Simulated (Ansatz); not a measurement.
`[SiH3][Sn]([Cl])([Cl])[Cl]` + `[OH][Mg][Cl]` → `[SiH3][O][Mg][Cl]` + `[Cl][SnH]([Cl])[Cl]`  (cleavage of the Si–Sn bond)

Computed with Ansatz on PBE0-D4/def2-TZVP structures; ΔE is electronic, products minus reactants. CCSD(T)/CBS is the MP2 limit (def2-TZVPP, def2-QZVPP) plus CCSD(T) − MP2 in def2-TZVPP, frozen cores. Functionals use def2-TZVPP. B3LYP here is the variant with VWN-RPA as its local correlation; programs differ in this. Elements past krypton have def2 core potentials. For Mg, Sn outer-core shells are correlated without core-valence functions, which leaves a few kJ/mol of doubt a bond. One conformer a species, not always the lowest.

`[SiH3][Sn]([Cl])([Cl])[Cl]`:

Z-matrix (Å, degrees):
```
Si
Sn 1 2.565
H 1 1.481 2 107.0
H 1 1.481 2 106.9 3 -120.0
H 1 1.481 2 107.0 3 120.0
Cl 2 2.317 1 112.8 3 180.0
Cl 2 2.316 1 112.9 3 -60.0
Cl 2 2.317 1 112.8 3 60.0
```

`[OH][Mg][Cl]`:

Cartesian coordinates in Å:
```
O 0.729 0.602 -0.719
Mg -0.355 -0.242 0.365
Cl -1.713 -1.246 1.738
H 1.339 0.886 -1.385
```

`[SiH3][O][Mg][Cl]`:

Cartesian coordinates in Å:
```
Si 0.088 -0.695 -1.072
O -0.023 0.181 0.280
Mg -0.145 1.147 1.770
Cl -0.295 2.325 3.588
H 0.661 -2.043 -0.793
H -1.252 -0.890 -1.698
H 0.966 -0.026 -2.076
```

`[Cl][SnH]([Cl])[Cl]`:

Cartesian coordinates in Å:
```
Cl -0.866 -0.391 2.033
Sn -0.125 -0.009 -0.110
Cl 1.506 -1.566 -0.562
Cl 0.876 2.062 -0.133
H -1.391 -0.096 -1.228
```

```csv
species,B3LYP energy (Eh)
`[SiH3][Sn]([Cl])([Cl])[Cl]`,-1886.53372
`[OH][Mg][Cl]`,-736.31149
`[SiH3][O][Mg][Cl]`,-1027.08313
`[Cl][SnH]([Cl])[Cl]`,-1595.79016
```

Q: Work out ΔE.

A: ΔE = (-1027.08313) + (-1595.79016) − (-1886.53372) − (-736.31149) = -0.02808 Eh = -0.76 eV. CCSD(T)/CBS gives -0.77 eV.

Largest T1 diagnostic among the species: 0.011.

From r2SCAN to r2SCAN0 (25 % exact exchange), in def2-TZVPP and without D4, ΔE moves by −0.03 eV. The D4 term adds +0.06 eV with B3LYP and +0.04 eV with PBE0; it sums over pairs of atoms, weighted by their polarisabilities, and B3LYP, whose exchange is more repulsive, gets the larger term. In def2-TZVPP, CCSD(T) changes the Hartree–Fock value by +0.24 eV (the triples alone add +0.03 eV) and MP2 by +0.26 eV.
